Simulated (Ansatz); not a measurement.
Single points on the cluster CrO2⁻.

```yaml
crystal:
  periodic: [false, false, false]
  atoms:
    - {symbol: Cr, position_ang: [-1.120431, -0.061969, -0.084833]}
    - {symbol: O, position_ang: [0.495192, 0.489344, 0.594340]}
    - {symbol: O, position_ang: [0.625229, -0.427375, -0.509506]}
basis:
  gaussian: {orbitals: def2-TZVPD, initial_orbitals: start.molden}
total_charge: -1
magnetization: {spin_polarized: true, initial_magnetization: 1}
hamiltonian: {xc: {name: B3LYP}, dispersion: d4}
scf: {omitted_lower_state_checks: [starts]}
output: {orbitals: {seedname: orbitals}}
```

The file start.molden holds the orbitals of an earlier run on this structure, at another level or in another basis.

```sh
$ ansatz run in.yaml --threads 2 --pin off --events-out ev --progress --plain --max-ram 4352MiB
```

Shortened log:

```
Functional definition: B3LYP
  name "B3LYP"
  cite "Stephens, Devlin, Chabalowski & Frisch, J. Phys. Chem. 98, 11623 (1994) doi:10.1021/j100096a001"
  cite "Becke, Phys. Rev. A 38, 3098 (1988) doi:10.1103/PhysRevA.38.3098"
  cite "Lee, Yang & Parr, Phys. Rev. B 37, 785 (1988) doi:10.1103/PhysRevB.37.785"
  cite "Vosko, Wilk & Nusair, Can. J. Phys. 58, 1200 (1980) doi:10.1139/p80-159"
  parameter a0 = 0.2
  parameter ax = 0.72
  parameter ac = 0.81
  exchange = (1 - a0 - ax)*slater_x + ax*b88_x + a0*exact_x
  correlation = (1 - ac)*vwn_rpa_c + ac*lyp_c
these checks for a lower state are left out or cut short: starts
855 factors; their error is unknown
mean field evaluation 1: about -32514.8776 eV, gradient 4.2e0 eV
mean field evaluation 2: about -32514.9263 eV, gradient 9.9e-2 eV
mean field evaluation 4: about -32515.0039 eV, gradient 1.3e-1 eV
mean field evaluation 8: about -32515.0044 eV, gradient 6.1e-3 eV
mean field evaluation 16: about -32515.0044 eV, gradient 6.4e-6 eV
mean field -32515.00443719 eV, -1194.9043736050 hartree, gradient 6.4e-6 eV, S^2 2.549462; 0 other end points of the search recorded, 0 dependent functions left out
reference -32515.00463368 eV, -1194.9043808259 hartree; 21, 20 occupied and 107, 108 virtual orbitals, 855 factors
Total energy: -32515.09740604 eV, -1194.9077901474 hartree
Checks for a lower state left out: starts
```

Hardware: 2 threads of Arm Neoverse V1 on a shared host. Wall time 11 s.

The first input with `hamiltonian: {xc: pbe0, dispersion: d4}` (abridged; 11 s):

```
Functional definition: PBE0
mean field -32504.10841115 eV, -1194.5039520338 hartree, gradient 3.6e-6 eV, S^2 2.625067
Total energy: -32504.15435458 eV, -1194.5056404238 hartree
Checks for a lower state left out: starts
```

First input, but with `hamiltonian: {xc: r2scan, dispersion: d4}` (abridged; 15 s):

```
Functional definition: r2SCAN
mean field evaluation 16: about -32512.0686 eV, gradient 9.1e-6 eV
mean field -32512.06859762 eV, -1194.7964834908 hartree, gradient 9.1e-6 eV, S^2 2.526030
Total energy: -32512.08004820 eV, -1194.7969042919 hartree
Checks for a lower state left out: starts
```

The first input with `hamiltonian: {xc: {name: B2PLYP}}` and without the key `output` (abridged; 14 s):

```
Functional definition: B2PLYP
mean field -32498.22729592 eV, -1194.2878250353 hartree, gradient 2.8e-6 eV, S^2 2.708974
7 core orbitals not correlated: weight in the atoms' cores, before any rotation towards them, 1.000 or more for the frozen orbitals, at most 0.000 for the correlated occupied ones
second order -29.70532474 eV of doubles, -0.00000000 eV of singles
Total energy: -32506.24785989 eV, -1194.5825753248 hartree
Checks for a lower state left out: starts
```

As the first input, with `hamiltonian: {xc: pbe, dispersion: d4}`, `output: {forces: true, orbitals: {seedname: orbitals}}` (abridged; 7.5 s):

```
Functional definition: PBE
mean field evaluation 16: about -32504.6572 eV, gradient 1.4e-5 eV
mean field -32504.65723395 eV, -1194.5241208998 hartree, gradient 5.4e-6 eV, S^2 2.380050
Total energy: -32504.71321626 eV, -1194.5261782116 hartree
Atom 0 force    -0.063137    -0.041699    -0.050835 eV/Å
Atom 1 force     0.075806     0.202786     0.245126 eV/Å
Atom 2 force    -0.012669    -0.161087    -0.194291 eV/Å
Dipole moment:     0.374241    -0.029256    -0.031880 e Å
Checks for a lower state left out: starts
```

Geometry: PBE0-D4/def2-TZVPD.

B3LYP takes the VWN-RPA correlation. Correlated methods freeze 7 core orbitals; core or outer-core shells of Cr are correlated, in sets that lack core-valence functions. The structure holds one bond between oxygen atoms, so isomers without such links may lie far lower. At B3LYP-D4/def2-TZVPD, PBE0-D4/def2-TZVPD, r2SCAN-D4/def2-TZVPD, B2PLYP/def2-TZVPD and others the charge -1 doublet is spin-contaminated (final ⟨S²⟩ up to 2.71, 0.75 for a pure state). At B3LYP-D4/def2-TZVPD, PBE0-D4/def2-TZVPD, r2SCAN-D4/def2-TZVPD, PBE-D4/def2-TZVPD the highest occupied level of the charge -1 doublet lies above zero (up to 1.42 eV). The electron is either unbound and held by the finite basis, or the level is raised by self-interaction error. Another isomer (quartet) lies 4.81 eV lower at PBE0-D4/def2-TZVPD; other spin states weren't run for this one.
